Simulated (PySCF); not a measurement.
A structure optimised at ωB97X-D3(BJ)/def2-SVP, used in a PySCF frequency run:

```
N
H 1 1.0140
B 1 1.4269 2 118.49
O 3 1.3735 1 119.82 2 0.00
H 4 0.9609 3 115.25 1 180.00
O 3 1.3817 4 124.89 5 0.00
H 6 0.9602 3 116.61 4 0.00
Si 1 1.7340 2 119.24 3 -180.00
H 8 1.4841 1 112.94 2 117.18
H 8 1.4841 9 110.01 1 -127.21
Cl 8 2.0749 9 107.39 10 -116.57
```

Q: Write its SMILES, formula and point group.

A: OB(O)N[SiH2]Cl, BClH5NO2Si, Cs

Q: What are its rotational constants (standard atomic weights)?

A: 6.4120, 0.97663, 0.85609 GHz
